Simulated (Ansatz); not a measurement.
The same path of AlClFH₆NOSi (12 atoms, charge 0, multiplicity 1) was run twice with different band settings.

Computed with RKS PBE/6-31G* (Ansatz).

Relaxed end points:

```xyz
12
Properties=species:S:1:pos:R:3
Al -0.174 -0.622 0.436
O -0.815 -0.696 2.042
Si -1.618 0.148 3.216
H -3.089 -0.167 3.197
H -1.087 -0.241 4.567
H -1.464 1.637 3.065
Cl 1.374 0.815 0.060
F -1.224 -0.896 -0.845
N 0.878 -2.358 0.458
H 0.537 -3.022 -0.249
H 1.878 -2.189 0.283
H 0.779 -2.792 1.385
```

```xyz
12
Properties=species:S:1:pos:R:3
Al -0.089 -0.576 0.473
O -0.801 -0.695 2.046
Si -1.638 0.142 3.204
H -2.976 -0.498 3.448
H -0.883 0.124 4.505
H -1.875 1.578 2.825
Cl 1.581 0.751 0.245
F -1.108 -0.676 -0.858
N 0.821 -2.390 0.428
H 0.430 -3.000 -0.301
H 1.831 -2.298 0.262
H 0.680 -2.845 1.340
```

Common settings: movable images 5; climbing image yes; spring 5.0 eV/Å²; optimiser quadratic models (default); force threshold 0.05 eV/Å; iteration limit 60; end points relaxed.

| run | start path |
| --- | --- |
| 1 | through a guess of the saddle point |
| 2 | straight line |

Task: What does each run give, and how far can it be trusted?

Result: Run 1: converged after 48 iterations, highest image 0.015 eV above the first end. A vibrational analysis at the climbing image gives no mode beyond 40i cm⁻¹: the surface is too flat there to confirm a saddle point.
Run 2: converged after 3 iterations, highest image 0.000 eV above the first end. The top lies less than 8 meV above the higher end, about what the thresholds resolve: the motion is nearly free. The order of the point at the top wasn't checked.
